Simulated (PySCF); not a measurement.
Numbering as in the mapped SMILES `[CH3:1][CH2:2][CH2:3]/[C:4]([Cl:5])=[C:6](/[CH3:7])[SiH3:8]`. Each H is labelled by its parent atom.

[PySCF 2.14.0 with density-fitted response routines: PBE0/pcSseg-1 with gauge-including orbitals; coordinates at the GFN2-xTB level; one computed conformer; no relativistic terms; fast rotation and ring inversion assumed for equivalent nuclei; in vacuum]

Predict the 2D correlation tables (HSQC, COSY, HMBC).

Results:



HSQC (one-bond C–H):
```tsv
δH	δC
2.18 (H(C3))	48.1 (C3)
2.14 (H(C7))	25.7 (C7)
1.65 (H(C2))	27.1 (C2)
1.04 (H(C1))	16.6 (C1)
```

COSY cross peaks (H two or three bonds apart, from the bond graph; peaks can be absent where the dihedral angle is near 90°):
```tsv
δH	δH
2.18 (H(C3))	1.65 (H(C2))
1.65 (H(C2))	1.04 (H(C1))
```

HMBC (two and three bonds, from the bond graph):
```tsv
δH	δC
4.19 (H(Si8))	155.5 (C4), 125.6 (C6), 25.7 (C7)
2.18 (H(C3))	155.5 (C4), 125.6 (C6), 27.1 (C2), 16.6 (C1)
2.14 (H(C7))	155.5 (C4), 125.6 (C6)
1.65 (H(C2))	155.5 (C4), 48.1 (C3), 16.6 (C1)
1.04 (H(C1))	48.1 (C3), 27.1 (C2)
```

Chemical shifts δ = σref − σ; TMS for ¹H and ¹³C, all at this level.

Short H···H contacts in this conformer between protons four or more bonds apart (candidates for NOE cross peaks, intensity ∝ r⁻⁶): H(C1)···H(C3) 2.55 Å, H(C3)···H(Si8) 2.63 Å.

Carbons that carry Cl, above all several Cl atoms, come out too deshielded, partly because spin–orbit coupling is missing. Shifts are as computed. Against solution values, carbons near 30 ppm lie about +3 ppm off and those near 130 ppm about +5 ppm; carbons on Cl a further +6 ppm. Of 1211 compounds with measured shifts, 218 miss one by over three times the rms of a fit or turn the order of signals round; such compounds aren't used in these exercises.
